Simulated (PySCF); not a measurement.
## Radial density of Ga²⁺ (gallium, charge +2)

LDA, [Ar] 3d10 4s1, 2S determinant. Computed with PySCF 2.14 in x2c-TZVPall (6s5p4d1f, 48 functions), with scalar relativity by spin-free X2C-1e.

```csv
r (bohr),4πr²ρ (e/bohr),4πr²(ρα − ρβ)
0.000769,0.2373,0.0002
0.00129,0.5912,0.0004
0.00217,1.464,0.0009
0.00366,3.516,0.0022
0.00615,7.954,0.0050
0.0104,16.31,0.0099
0.0174,28.40,0.0157
0.0293,37.58,0.0156
0.0493,34.43,0.0028
0.0828,31.12,0.0053
0.139,43.17,0.0406
0.234,31.31,-0.0171
0.394,22.14,0.0317
0.663,24.27,-0.0051
1.12,7.466,0.2124
1.88,1.333,0.6282
3.16,0.1710,0.1534
5.31,0.002039,0.0019
```

Densities and radii are taken from the X2C orbitals without a picture-change correction, which distorts them close to the nucleus.

**Question.** Where is the radial spin density 4πr²(ρα − ρβ) most negative, and why is it negative at all?

**Answer.** Around r = 0.234 bohr, down to -0.0171 e/bohr: exchange with the open shell polarises the paired shells in an unrestricted calculation.
